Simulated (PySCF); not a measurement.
SMILES [Br][Ge]([CH2]C)([Br])[CH3] (C3H8Br2Ge), PBE0/def2-SVP optimised geometry.

```
14

C      1.09    -1.49     0.06
C      0.48    -0.10     0.00
Ge    -1.48    -0.10     0.00
C     -2.36    -1.02    -1.46
Br    -2.19     2.11     0.00
Br    -2.19    -1.08     1.98
H      0.81    -2.11    -0.81
H      0.77    -2.03     0.97
H      2.19    -1.44     0.08
H      0.78     0.44    -0.91
H      0.79     0.52     0.86
H     -2.07    -2.08    -1.47
H     -3.45    -0.95    -1.33
H     -2.08    -0.55    -2.42
```

Density from PBE0/def2-TZVP run with PySCF at that geometry.

Minimum of the electron density along straight lines between bonded atoms, close to the bond critical point (lines longer than 1.1 times the sum of covalent radii, or with two minima, are not listed):

```tsv
bond	length / Å	ρ at the minimum / e bohr⁻³	∇²ρ there / e bohr⁻⁵	position (fraction from the first atom)
C1–C2	1.523	…	-0.59	0.49
C2–Ge3	1.951	0.132	…	0.53
Ge3–C4	1.940	0.132	…	0.47
Ge3–Br5	2.320	0.091	0.06	0.43
Ge3–Br6	2.324	0.090	0.06	0.43
C1–H7	1.102	0.272	-0.91	0.64
C1–H8	1.101	0.273	-0.92	0.64
C1–H9	1.101	0.272	-0.91	0.64
C2–H10	1.103	0.269	-0.89	0.64
C2–H11	1.101	0.271	-0.91	0.64
C4–H12	1.100	0.269	-0.89	0.64
C4–H13	1.098	0.270	-0.90	0.65
C4–H14	1.100	0.269	-0.89	0.64
```

Fill in the missing entries.


- C1–C2, ρ at the minimum / e bohr⁻³: 0.243
- C2–Ge3, ∇²ρ there / e bohr⁻⁵: 0.05
- Ge3–C4, ∇²ρ there / e bohr⁻⁵: 0.07
